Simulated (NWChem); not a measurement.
Molecule: SiPH4, doublet; SMILES [SiH3][PH]

All runs: NWChem. Spin-unrestricted. No stability test was run on the SCF state. Each level has its own optimisation; frequencies are unscaled.

**Question.** Order these by “dipole (D)”, lowest first: PBE/def2-SVP; BLYP/def2-SVP; PBE0/def2-SVP.

**Answer.** BLYP/def2-SVP (0.58), PBE/def2-SVP (0.69), PBE0/def2-SVP (0.78)
